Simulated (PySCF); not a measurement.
Record of a relaxation.

C2H2BFO2.
Bonds: F1–C2, C2–C3 (double), C3–O4, O4–B5, B5–O6, C2–O6. Hydrogens: H7 on C3; H8 on B5.

Method: PBE0-D3(BJ)/def2-SVP geometry optimisation, gas phase (PySCF 2.14.0); density fitting, grid level 1; the optimiser is geomeTRIC in internal coordinates, started from a GFN2-xTB structure with every atom displaced at random (about 0.01 Å). The frame can shift and turn from step to step; on so coarse a grid that alone can change the energy by a few meV, and forces under 0.02 eV/Å are noise.

Step 0: E = -9577.5943 eV, largest atomic force 2.289 eV/Å
```
atom  x, y, z in Å  |  force x, y, z in eV/Å
F1     -1.823   -1.406   -0.004    0.561   0.424  -0.008
C2     -0.794   -0.585   -0.007   -0.622  -0.095  -0.010
C3     -0.731    0.755   -0.009    2.123  -0.852   0.060
O4      0.642    1.093   -0.003   -1.467   0.073  -0.075
B5      1.305   -0.089   -0.014    0.169   0.391   0.089
O6      0.424   -1.137   -0.009   -0.296  -0.774  -0.036
H7     -1.442    1.527    0.002   -1.042   1.018  -0.001
H8      2.474   -0.177   -0.009    0.574  -0.186  -0.020
```

Step 1: E = -9577.5298 eV, largest atomic force 0.919 eV/Å
```
atom  x, y, z in Å  |  force x, y, z in eV/Å
F1     -1.063   -0.868    1.817   -0.287  -0.241  -0.331
C2     -0.558   -0.415    0.701    0.619   0.390   0.538
C3     -0.622    0.811    0.158   -0.775  -0.036  -0.493
O4      0.262    0.847   -0.895    0.327   0.219   0.210
B5      0.964   -0.326   -0.847   -0.358  -0.122   0.284
O6      0.390   -1.164    0.110    0.294   0.118   0.055
H7     -1.310    1.646    0.318    0.279  -0.165   0.040
H8      1.988   -0.552   -1.410   -0.100  -0.162  -0.303
```

Step 2: E = -9577.6250 eV, largest atomic force 0.526 eV/Å
```
atom  x, y, z in Å  |  force x, y, z in eV/Å
F1     -1.094   -0.914    1.789   -0.256   0.100  -0.248
C2     -0.536   -0.393    0.731    0.468   0.056   0.172
C3     -0.625    0.817    0.154   -0.500  -0.122  -0.111
O4      0.294    0.872   -0.868    0.052  -0.059   0.146
B5      0.968   -0.317   -0.831    0.056  -0.079   0.169
O6      0.427   -1.135    0.155    0.182   0.150  -0.079
H7     -1.325    1.638    0.287    0.111   0.028   0.108
H8      1.942   -0.588   -1.465   -0.114  -0.074  -0.157
```

Step 3: E = -9577.6454 eV, largest atomic force 0.813 eV/Å
```
atom  x, y, z in Å  |  force x, y, z in eV/Å
F1     -1.170   -0.903    1.725    0.087  -0.324   0.166
C2     -0.491   -0.382    0.745   -0.284   0.178   0.337
C3     -0.640    0.815    0.164    0.464  -0.545  -0.385
O4      0.309    0.871   -0.832    0.124   0.281  -0.333
B5      1.001   -0.310   -0.806   -0.002   0.258  -0.082
O6      0.511   -1.106    0.213   -0.368  -0.003   0.184
H7     -1.349    1.622    0.294   -0.018   0.110   0.066
H8      1.882   -0.627   -1.549   -0.003   0.045   0.048
```

Step 4: E = -9577.6680 eV, largest atomic force 0.227 eV/Å
```
atom  x, y, z in Å  |  force x, y, z in eV/Å
F1     -1.158   -0.924    1.743    0.029   0.002  -0.012
C2     -0.508   -0.383    0.754    0.123   0.017  -0.054
C3     -0.636    0.804    0.147   -0.164   0.139  -0.074
O4      0.306    0.877   -0.854   -0.012  -0.047   0.116
B5      0.998   -0.301   -0.804   -0.044  -0.072  -0.069
O6      0.489   -1.101    0.209    0.042  -0.088   0.024
H7     -1.327    1.627    0.293   -0.002   0.035   0.034
H8      1.887   -0.620   -1.534    0.029   0.016   0.035
```

Step 5: E = -9577.6700 eV, largest atomic force 0.061 eV/Å
```
atom  x, y, z in Å  |  force x, y, z in eV/Å
F1     -1.146   -0.921    1.748   -0.024   0.005  -0.013
C2     -0.508   -0.382    0.749    0.017  -0.005   0.007
C3     -0.644    0.805    0.141    0.004  -0.018   0.021
O4      0.306    0.875   -0.851   -0.044  -0.017  -0.039
B5      0.991   -0.308   -0.810    0.029   0.026   0.026
O6      0.482   -1.109    0.201    0.003   0.020  -0.004
H7     -1.327    1.635    0.297    0.022  -0.005   0.012
H8      1.898   -0.615   -1.522   -0.008  -0.005  -0.012
```

Step 6: E = -9577.6704 eV, largest atomic force 0.034 eV/Å
```
atom  x, y, z in Å  |  force x, y, z in eV/Å
F1     -1.152   -0.923    1.743    0.003   0.002   0.011
C2     -0.506   -0.382    0.750    0.004   0.000   0.012
C3     -0.643    0.805    0.142   -0.007  -0.031  -0.010
O4      0.301    0.872   -0.856    0.003   0.007  -0.001
B5      0.993   -0.307   -0.809    0.002   0.006  -0.014
O6      0.487   -1.106    0.205   -0.007   0.013  -0.003
H7     -1.325    1.635    0.300    0.004   0.002   0.005
H8      1.896   -0.616   -1.525   -0.001   0.001   0.000
```

Step 7: E = -9577.6704 eV, largest atomic force under 0.02 eV/Å
```
atom  x, y, z in Å  |  force x, y, z in eV/Å
F1     -1.153   -0.922    1.744    0.013  -0.007   0.005
C2     -0.506   -0.382    0.751    0.002  -0.001  -0.004
C3     -0.644    0.804    0.141   -0.001   0.007  -0.004
O4      0.302    0.873   -0.855   -0.010  -0.002  -0.003
B5      0.993   -0.306   -0.809   -0.005   0.004  -0.002
O6      0.487   -1.106    0.205    0.001  -0.004   0.004
H7     -1.324    1.634    0.301    0.000   0.003   0.002
H8      1.896   -0.616   -1.525    0.000   0.001   0.001
```

**Question.** Summarise the path.

**Answer.** The energy falls by 0.0761 eV from step 0 to step 7; nine tenths of that is first reached at step 4. It rises by more than 0.2 meV at step 1. The largest force goes from 2.289 to under 0.02 eV/Å. Among the bonds C3–O4 changes most, from 1.414 to 1.376 Å; the atoms move by 0.021 Å rms after alignment.

What follows is the cost of the whole optimisation. Time: 22 s of wall time; peak memory 0.38 GiB. Hardware: Arm Neoverse V1, one thread, shared host with 32 logical CPUs at a one-minute load of 50.
